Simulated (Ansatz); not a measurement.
`C[O][Ge][Cl]` + `CSC[SiH2]O` → `C[O][Ge][S]C` + `O[SiH2]CCl`  (redistribution)

Gas-phase electronic energies from Ansatz, PBE0-D4/def2-TZVP geometries. CBS: MP2 limit from def2 TZ/QZ plus the TZ coupled-cluster correction, frozen cores. Functionals use def2-TZVPP. B3LYP here is the variant with VWN-RPA as its local correlation; programs differ in this. HSE06 is defined as in plane-wave codes. For Ge outer-core shells are correlated without core-valence functions, which leaves a few kJ/mol of doubt a bond. Scalar relativity is left out up to krypton. One conformer a species, not always the lowest.

`C[O][Ge][Cl]`:

Cartesian coordinates in Å:
```
C 0.331 -0.268 -0.749
O 0.888 0.242 0.442
Ge 0.170 0.782 1.958
Cl -1.985 0.460 1.560
H 0.615 0.382 -1.581
H -0.758 -0.331 -0.698
H 0.739 -1.266 -0.933
```

`CSC[SiH2]O`:

Cartesian coordinates in Å:
```
C 1.427 -1.392 -0.182
S 1.376 0.130 0.775
C 0.291 1.148 -0.261
Si -1.496 0.584 -0.097
O -1.824 0.367 1.499
H 2.067 -2.083 0.368
H 0.440 -1.840 -0.295
H 1.865 -1.213 -1.165
H 0.383 2.162 0.139
H 0.665 1.170 -1.288
H -1.689 -0.673 -0.874
H -2.439 1.609 -0.610
H -1.065 0.031 1.991
```

`C[O][Ge][S]C`:

```xyz
11

C    -1.325    1.508    0.849
O    -0.355    0.685    0.244
Ge    1.092    1.401   -0.541
S     2.052   -0.495   -1.205
C     0.984   -1.861   -0.675
H    -2.295    1.345    0.370
H    -1.082    2.576    0.775
H    -1.415    1.252    1.909
H     1.554   -2.508   -0.009
H     0.682   -2.426   -1.557
H     0.107   -1.476   -0.160
```

`O[SiH2]CCl`:

```xyz
9

O    -0.192    0.315    1.813
Si   -0.524    0.640    0.239
C     0.625   -0.338   -0.885
Cl    0.441   -2.073   -0.472
H    -0.193   -0.611    2.063
H    -0.292    2.093    0.054
H    -1.918    0.281   -0.130
H     1.674   -0.081   -0.738
H     0.381   -0.226   -1.943
```

| level | ΔE (kJ/mol) | difference from CCSD(T)/CBS |
| --- | --- | --- |
| LDA (SPW92) | 65.9 | 0.5 |
| PBE-D4 | 64.2 | -1.2 |
| revPBE-D4 | 65.6 | 0.2 |
| BLYP-D4 | 65.1 | -0.3 |
| r2SCAN-D4 | 64.5 | -0.9 |
| B97M-V | 70.1 | 4.7 |
| PBE0-D4 | 66.0 | 0.6 |
| B3LYP-D4 | 66.6 | 1.2 |
| r2SCANh-D4 | 65.2 | -0.2 |
| r2SCAN0-D4 | 66.3 | 0.9 |
| HSE06-D4 | 65.7 | 0.3 |
| BHLYP-D4 | 68.5 | 3.1 |
| CAM-B3LYP-D4 | 69.0 | 3.6 |
| ωB97M-V | 70.2 | 4.8 |
| PBE-QIDH | 65.9 | 0.5 |
| PBE | 62.1 | -3.3 |
| revPBE | 59.9 | -5.5 |
| BLYP | 60.7 | -4.7 |
| r2SCAN | 63.9 | -1.5 |
| PBE0 | 64.2 | -1.2 |
| B3LYP | 63.3 | -2.1 |
| r2SCANh | 64.6 | -0.8 |
| r2SCAN0 | 65.6 | 0.2 |
| HSE06 | 64.0 | -1.4 |
| BHLYP | 66.5 | 1.1 |
| CAM-B3LYP | 67.2 | 1.8 |
| LC-ωPBE | 68.7 | 3.3 |
| RPA@PBE/def2-TZVPP | 58.2 | -7.2 |
| HF/def2-SVP | 69.0 | 3.6 |
| MP2/def2-SVP | 68.6 | 3.2 |
| CCSD/def2-SVP | 66.8 | 1.4 |
| CCSD(T)/def2-SVP | 65.7 | 0.3 |
| MP2/def2-TZVPP | 66.0 | 0.6 |
| SCS-MP2/def2-TZVPP | 64.8 | -0.6 |
| CCSD/def2-TZVPP | 63.9 | -1.5 |
| CCSD(T)/def2-TZVPP | 62.7 | -2.7 |
| MP2/def2-QZVPP | 67.9 | 2.5 |
| HF/CBS(def2) | 67.9 | 2.5 |
| MP2/CBS(def2) | 68.6 | 3.2 |
| CCSD/CBS(def2) | 66.6 | 1.2 |
| CCSD(T)/CBS | 65.4 | 0 |

Largest T1 diagnostic among the species: 0.015.

Leaving LDA and LC-ωPBE aside and taking each functional with its dispersion term where it has one, the values spread over 6.0 kJ/mol, from PBE-D4 to ωB97M-V. LDA lies +3.8 kJ/mol from PBE without D4. From BLYP to BHLYP (50 % exact exchange), in def2-TZVPP and without D4, ΔE moves by +5.9 kJ/mol.
